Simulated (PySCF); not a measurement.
C3H10GeO2, SMILES C[O][GeH]([CH3])[O]C, singlet (GFN2-xTB optimised geometry):

```
16

Ge    -0.676     0.147     0.000
C     -1.494    -0.906    -1.481
O     -1.093    -0.591     1.561
C     -2.375    -0.943     2.027
O      1.068     0.147     0.000
C      1.924    -0.947     0.261
H     -0.919     1.636     0.000
H     -1.321    -1.967    -1.313
H     -1.046    -0.625    -2.428
H     -2.564    -0.734    -1.542
H     -2.967    -0.057     2.266
H     -2.233    -1.531     2.936
H     -2.923    -1.545     1.297
H      1.954    -1.636    -0.587
H      1.612    -1.494     1.152
H      2.923    -0.539     0.423
```

Calculation: CAM-B3LYP/def2-TZVP (PySCF).

### Question
What are the frontier orbital energies and the dipole moment?

### Answer
HOMO-2 -9.78 eV, HOMO-1 -9.22 eV, HOMO -8.94 eV, LUMO 1.63 eV, LUMO+1 2.11 eV; dipole moment 2.14 D.

On the same geometry PBE/def2-TZVP (PySCF) gives HOMO-2 -6.79 eV, HOMO-1 -6.15 eV, HOMO -6.04 eV, LUMO -0.03 eV, LUMO+1 0.30 eV; dipole moment 1.95 D.

Meta-Löwdin charges at CAM-B3LYP/def2-TZVP: Ge1 1.10, C2 -0.58, O3 -0.62, C4 -0.11, O5 -0.61, C6 -0.11, H7 -0.09, H8 0.13, H9 0.13, H10 0.13, H11 0.10, H12 0.12, H13 0.09, H14 0.10, H15 0.11, H16 0.12.
